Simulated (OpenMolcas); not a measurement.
Nb+: effect of the active space

| Item | Value |
| --- | --- |
| Program | OpenMolcas 26.06 |
| Method | CASSCF |
| Basis | ANO-R3 |
| Scalar Hamiltonian | X2C, finite nucleus |
| Spin-orbit coupling | RASSI with atomic mean-field integrals over the reference wave functions, term energies averaged over their components |

A. 4 electrons in 5 orbitals (4d); 2S+1 = 5 even, 5 roots; 2S+1 = 3 even, 45 roots; 2S+1 = 1 even, 50 roots (49 in the spin-orbit step); cost roughly 30 core-seconds
B. 4 electrons in 6 orbitals (4d 5s); 2S+1 = 5 even, 15 roots; 2S+1 = 3 even, 80 roots (73 in the spin-orbit step); 2S+1 = 1 even, 58 roots; cost roughly 80 core-seconds

Energies in eV above 4d4 5D0, the measured ground level; measured values from NIST Handbook of Basic Atomic Spectroscopic Data.

```
         Level       A       B  Measured
       4d4 5D0  0.0000  0.0000    0.0000
       4d4 5D1  0.0171  0.0200    0.0197
       4d4 5D2  0.0494  0.0562    0.0543
       4d4 5D3  0.0941  0.1043    0.0994
       4d4 5D4  0.1489  0.1616    0.1519
       4d4 3H4  1.6068  1.4633          
       4d4 3H5  1.6442  1.4970          
       4d4 3H6  1.6824  1.5427          
       4d4 3G3  2.0353  2.3662          
4d4 3G4 [68 %]  2.0721  2.4448          
       4d4 3G5  2.0973  2.4545          
       4d4 1I6  2.4405  2.3604
```

B puts 4d3 5s 5F1 lowest.

Deviations, from unrounded energies. A percentage is the sum of absolute deviations over the sum of measured energies, with the sign that they share, or ± where signs differ.

```json
{"Against measurement": "mean absolute deviation (cm-1)", "Levels": "4", "A": "32", "B": "34"}
{"Against measurement": "fine structure of the ground term (%)", "Levels": "4", "A": "-4.8", "B": "+5.2"}
```

A, B lie about equally close to measurement. The largest miss of A in the table is 4d4 5D3, by -42 cm-1. The ranking rests on the paired levels alone, and a cruder setting can come out closer through cancelling errors.

The spin-orbit steps hold different terms of 4d4 (B lacks 1D, a 1G, a 3F, a 3P), which shifts levels as well.

Between A and B the level of the table that moves most is 4d4 3G4 [68 %], by 3000 cm-1 (lowest in A, highest in B).

Some high roots are left out of the spin-orbit mixing, which shifts the levels that they would mix with. Without dynamic correlation excited terms often stand tens of per cent too high (terms of higher spin than the ground term too low), and those without a measured partner can miss by more than the paired ones. Configurations with an s electron lie low at this charge and mix in, so terms can be misplaced (holds for A). The lowest computed level is not the ground level that NIST lists (5D0) (holds for B). Configurations are named by rounded mean occupations; where the s occupation lies near a half they are strongly mixed, a name can repeat and a true partner stay unpaired (holds for B). The lowest spin-free term belongs to 4d4, not to the configuration of the lowest level (holds for B). Computed and measured levels are paired by configuration, term and J; levels that our copy of the source lacks, or whose pairing is in doubt (as where it misses far off the trend of its configuration), stay unpaired and out of the deviations. Levels of configurations outside the active space are missing. Levels that lie high or do not pair safely by name in every column are left out.

A share in square brackets marks a mixed level and gives the weight of the term that names it, the lowest over the columns.
